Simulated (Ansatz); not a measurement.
Start from `COC(C)S` and change one atom or group to get `C[CH](S)[SbH2]`.

Ansatz, PBE0-D4/def2-TZVP geometries, multiplicity 1. Each molecule was computed in one conformer, which needn't be the lowest.

Elements past krypton have def2 core potentials.

```csv
property,`COC(C)S`
LUMO energy (PBE/def2-TZVPP) / eV,-0.41
LUMO energy (ωB97M-V/def2-TZVPP) / eV,2.35
HOMO energy (B3LYP/def2-TZVPP) / eV,-6.78
size of the dipole moment (B3LYP/def2-TZVPP) / D,0.86
HOMO–LUMO gap (ωB97M-V/def2-TZVPP) / eV,11.64
HOMO–LUMO gap (PBE0/def2-TZVPP) / eV,7.57
```

(1) Give the same properties after the change, and the shifts. (An estimate is asked.)

## Answers

(1) The calculation gave: 
| property | `C[CH](S)[SbH2]` | shift |
| --- | --- | --- |
| LUMO energy (PBE/def2-TZVPP) / eV | -1.46 | -1.05 |
| LUMO energy (ωB97M-V/def2-TZVPP) / eV | 0.98 | -1.37 |
| HOMO energy (B3LYP/def2-TZVPP) / eV | -6.39 | 0.39 |
| size of the dipole moment (B3LYP/def2-TZVPP) / D | 1.15 | 0.29 |
| HOMO–LUMO gap (ωB97M-V/def2-TZVPP) / eV | 9.72 | -1.92 |
| HOMO–LUMO gap (PBE0/def2-TZVPP) / eV | 5.92 | -1.65 |

With PBE0 the HOMO rises by 0.41 eV and the LUMO falls by 1.23 eV, so the gap narrows by about 1.64 eV. PBE moves the HOMO by 0.27 eV and ωB97M-V by 0.56 eV. Dipoles are sizes alone; their direction can turn.

B3LYP here is the variant with VWN-RPA as its local correlation; programs differ in this.

Spin–orbit coupling is left out; it splits and shifts lone-pair levels of the heavy atoms by tenths of an eV.
